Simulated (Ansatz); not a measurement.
Basis-set series for `C#CBBC`. The species carries charge 0 and has multiplicity 1. The structure was optimised at the PBE0-D4/def2-TZVP level. It is one conformer, not always the lowest.

```csv
functional,basis,functions,energy (Eh),HOMO (eV),LUMO (eV)
PBE0-D4,def2-SVP,100,-167.18715,-7.33,-1.95
PBE0-D4,def2-QZVPP,465,-167.38001,-7.41,-2.07
ωB97M-V,def2-SVP,100,-167.30824,-9.51,0.11
ωB97M-V,def2-QZVPP,465,-167.51186,-9.61,-0.11
```

(1) Give the rows for def2-TZVPP. (An estimate is asked.)

## Answers

(1) Computed: 
```
functional       basis  functions  energy (Eh)  HOMO (eV)  LUMO (eV)
   PBE0-D4  def2-TZVPP        239   -167.37026      -7.40      -2.05
   ωB97M-V  def2-TZVPP        239   -167.50289      -9.60      -0.07
```
